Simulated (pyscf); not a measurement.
Structures and frequencies: ωB97X-D3(BJ)/def2-SVP in PySCF. MP2 and CC: frozen core, UHF for open shells. ΔMP2 is the change of the MP2 total energy from the triple- to the quadruple-zeta basis.

Problem. For Se=GeH–SeH (SMILES [Se]=[GeH][SeH]) → :Ge=Se (SMILES [Ge]=[Se]) [singlet] + H₂Se (SMILES [SeH2]), a 1,1-elimination (singlet surface; Ge–Se, Ge–H broken, H–Se formed), PBE/def2-TZVP gives ΔE‡ = 157.2 kJ/mol and ΔE = +46.9 kJ/mol (zero: the reactant's lowest minimum found). In which direction and how far do r²SCAN/def2-TZVP, PBE0-D3(BJ)/def2-TZVP, CCSD(T)/def2-TZVPP + ΔMP2(QZVPP) move these?

Solution. r²SCAN: ΔE‡ = 178.5 kJ/mol, ΔE = +62.2 kJ/mol; PBE0-D3(BJ): ΔE‡ = 189.1 kJ/mol, ΔE = +64.0 kJ/mol; CCSD(T): ΔE‡ = 197.5 kJ/mol, ΔE = +42.7 kJ/mol. PBE's barrier lies under all of them, by 21.2 to 40.2 kJ/mol. Its reaction energy lies among theirs. On the product side the descent ends in a complex (not fully relaxed), 26.3 kJ/mol under the separated species and 176.7 kJ/mol under the saddle at ωB97X-D3(BJ)/def2-TZVP. At ωB97X-D3(BJ)/def2-TZVP the barrier from the zero used here is 227.2 kJ/mol. This is the saddle that the search found; another between the same sides may lie lower. The CCSD(T) − MP2 part came from Ansatz, without density fitting, on the same reference. The frozen core leaves the outer d or s,p core shells of the metals and heavy elements correlated in the MP2 and CC values, and def2-TZVPP describes them poorly, which can shift differences by a few kcal/mol. Elements up to Kr have no core potential and no relativistic terms here.
